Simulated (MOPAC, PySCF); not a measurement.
C8H9FSi, SMILES `C=C([SiH3])c1ccc(F)cc1` (Si–C–C–C torsion 33°), neutral singlet in the gas phase. 

Cartesian coordinates (Å):
```xyz
19

C     -2.0134     1.1970     0.9628
C     -1.4024     0.3709     0.0949
Si    -2.4553    -0.5004    -1.2043
C      0.0540     0.1111     0.1486
C      0.7825    -0.1561    -1.0212
C      2.1543    -0.3867    -0.9877
C      2.8091    -0.3636     0.2367
F      4.1203    -0.5898     0.2807
C      2.1206    -0.1214     1.4201
C      0.7511     0.1101     1.3683
H     -1.4538     1.7537     1.7234
H     -3.0946     1.3596     0.9395
H     -2.2360    -1.9783    -1.1571
H     -2.1172    -0.0388    -2.5875
H     -3.8910    -0.1901    -0.9365
H      0.2717    -0.1662    -1.9876
H      2.7238    -0.5851    -1.8973
H      2.6641    -0.1307     2.3667
H      0.2032     0.2724     2.2991
```
Charge 0, spin multiplicity 1.

All levels are single points at this geometry (PBE0-D3(BJ)/def2-SVP); Pople sets use spherical d functions. Orbital energies aren't observables, and empty levels follow the basis.

```json
[
 {"level": "PBE-D3(BJ)/def2-TZVP in PySCF", "HOMO (eV)": "-5.82", "LUMO (eV)": "-2.08", "gap (eV)": "3.74", "dipole (D)": "0.87", "vertical IE, Delta-SCF (eV)": "8.25"},
 {"level": "PBE0-D3(BJ)/def2-TZVP in PySCF", "HOMO (eV)": "-6.78", "LUMO (eV)": "-1.21", "gap (eV)": "5.57", "dipole (D)": "1.07", "vertical IE, Delta-SCF (eV)": "8.40"},
 {"level": "B3LYP/3-21G in PySCF", "HOMO (eV)": "-6.31", "LUMO (eV)": "-0.87", "gap (eV)": "5.43", "dipole (D)": "1.00", "vertical IE, Delta-SCF (eV)": "–"},
 {"level": "B3LYP/6-311+G** in PySCF", "HOMO (eV)": "-6.61", "LUMO (eV)": "-1.45", "gap (eV)": "5.16", "dipole (D)": "1.26", "vertical IE, Delta-SCF (eV)": "–"},
 {"level": "BP86/6-31G* in PySCF", "HOMO (eV)": "-5.58", "LUMO (eV)": "-1.76", "gap (eV)": "3.83", "dipole (D)": "0.76", "vertical IE, Delta-SCF (eV)": "–"},
 {"level": "SVWN5/6-31G* in PySCF", "HOMO (eV)": "-5.66", "LUMO (eV)": "-1.86", "gap (eV)": "3.80", "dipole (D)": "0.76", "vertical IE, Delta-SCF (eV)": "8.22"},
 {"level": "HF/3-21G in PySCF", "HOMO (eV)": "-8.65", "LUMO (eV)": "2.81", "gap (eV)": "11.46", "dipole (D)": "1.71", "vertical IE, Delta-SCF (eV)": "–"},
 {"level": "HF/6-31G* in PySCF", "HOMO (eV)": "-8.45", "LUMO (eV)": "2.88", "gap (eV)": "11.33", "dipole (D)": "1.47", "vertical IE, Delta-SCF (eV)": "–"},
 {"level": "PM7 in MOPAC", "HOMO (eV)": "-9.39", "LUMO (eV)": "-0.39", "gap (eV)": "8.99", "dipole (D)": "1.79", "vertical IE, Delta-SCF (eV)": "–"}
]
```
